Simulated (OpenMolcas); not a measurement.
# N+: thermal populations, Slater's ratio, the spin-orbit constant, worked from levels

```yaml
Program: OpenMolcas 26.06
Basis: ANO-RCC-VQZP [5s4p3d2f1g]
Scalar_Hamiltonian: DKH2, point nucleus
Active_space: 4 electrons in 8 orbitals (2s 2p 3s 3p)
State_averaging: 2S+1 = 3 even, 3 roots; 2S+1 = 1 even, 6 roots; 2S+1 = 5 odd, 1 root; 2S+1 = 3 odd, 9 roots; 2S+1 = 1 odd, 8 roots
Spin-orbit_coupling: state interaction with AMFI integrals over the reference wave functions, term energies averaged over their components
```

Methods: CASSCF; SS-CASPT2, IPEA 0.25 Eh, imaginary shift 0.1 Eh (closed shells correlated: 1s). Measured levels: NIST Handbook of Basic Atomic Spectroscopic Data.

**Thermal populations.** Z = Σ (2J + 1) exp(-E/kT) with k = 0.695035 cm-1/K, over the levels below. No other level of either list lies under 90000 cm-1, which is above 7 kT at each temperature.

| Level | 2J + 1 | SS-CASPT2 | measured |
| --- | --- | --- | --- |
| 2s2 2p2 3P0 | 1 | 0.0 | 0.0 |
| 2s2 2p2 3P1 | 3 | 45.7 | 48.7 |
| 2s2 2p2 3P2 | 5 | 136 | 131 |
| 2s2 2p2 1D2 | 5 | 15410 | 15316 |
| 2s2 2p2 1S0 | 1 | 32030 | 32689 |
| 2s 2p3 5S* 2 | 5 | 45170 | 46785 |

```
T (K)  Z, SS-CASPT2  Z, measured levels  Ground level (%), SS-CASPT2  Ground level (%), measured levels
 5000         8.828               8.834                         11.3                               11.3
 8000         9.172               9.180                         10.9                               10.9
12000         9.735               9.740                         10.3                               10.3
```

At 12000 K, kT = 8340 cm-1, and the computed levels give Z = 1.000 + 2.984 + 4.919 + 0.788 + 0.021 + 0.022 = 9.735.

**Slater's ratio.** With one set of orbitals, p2 has 1D - 3P = 6 F2 and 1S - 1D = 9 F2 (F2 = F²/25), a ratio of 3/2. Term energies are centres of gravity, weighted by 2J + 1.

| Source | 1D - 3P | 1S - 3P | F2 from the first | Ratio |
| --- | --- | --- | --- | --- |
| CASSCF | 17476 | 29180 | 2913 | 0.670 |
| SS-CASPT2 | 15315 | 31935 | 2552 | 1.085 |
| measured | 15227 | 32600 | 2538 | 1.141 |

Energies in cm-1. A ratio away from 3/2 shows effects beyond one configuration with one set of orbitals, and in heavier atoms second-order spin-orbit shifts. In CASSCF the valence s occupation is 1.87 in 1S against 1.96 in 1D: mixing out of s² acts most on 1S and pulls it down.

**The spin-orbit constant.** For the Hund term 3P of p2, E(J) = (A/2) J(J+1) + constant and ζ = 2S·A = 2A. From J = 0 to J = 2 the energy changes by 3 A.

```csv
Source,E(2) - E(0),A,ζ
CASSCF,136.1,45.4,91
SS-CASPT2,136.0,45.3,91
measured,130.8,43.6,87
```

All in cm-1. SS-CASPT2 is off by +4.0 % and CASSCF by +4.1 %. Both methods take the spin-orbit matrix elements from the reference wave functions, so the second can move ζ only through the term energies and any multistate remixing. Second-order mixing with other terms is absorbed into this ζ.

CASPT2 breaks the degeneracy within a term, and the mean is taken; among the terms shown or strongly mixed into the levels shown the widest spread is 32 cm-1 (2s2 2p2 1D, SS-CASPT2). The run also gave levels led by 2s2 2p 3s, which use shells meant for correlation; these and all levels above them are left out. Without dynamic correlation excited terms often stand tens of per cent too high (terms of higher spin than the ground term too low), and those without a measured partner can miss by more than the paired ones (holds for CASSCF). Computed and measured levels are paired by configuration, term and J; levels that our copy of the source lacks, or whose pairing is in doubt (as where it misses far off the trend of its configuration), stay unpaired and out of the deviations. Levels of configurations outside the active space are missing.

* marks odd parity.
